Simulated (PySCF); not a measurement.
System: sum formula H₄Si₂OF, charge 0, multiplicity 2. It need not be the lowest isomer of its formula. 
Structure (B3LYP-D3(BJ)/def2-TZVP (Ansatz) minimum search):
```xyz
8

F      1.9042    -0.7413     0.3856
Si     1.0215     0.5782     0.6495
O     -0.3586     0.4690    -0.2023
Si    -1.7157    -0.3643    -0.6280
H      1.7996     1.7307     0.1104
H     -1.3800    -1.3543    -1.6732
H     -2.2690    -1.0576     0.5568
H     -2.6998     0.6070    -1.1474
```
Charge 0, spin multiplicity 2.

Dispersion corrections to the total energy (kcal/mol) from the dftd3 and dftd4 libraries through PySCF: D3(BJ) without and D4 with the three-body term, each with the damping fitted for the functional named.

| functional | D3(BJ) | D4 |
|---|---|---|
| PBE0 | -3.15 | -3.16 |
| TPSS | -4.52 | -5.03 |
| CAM-B3LYP | -3.07 | -3.24 |
| r2SCAN | -0.98 | ___ |
| HSE06 | -2.59 | ___ |
| BHLYP | -5.40 | ___ |
| TPSSh | -4.21 | -4.55 |

Task: Fill in the missing entries.

Result: 
- r2SCAN, D4: -0.89
- HSE06, D4: -2.96
- BHLYP, D4: -4.88
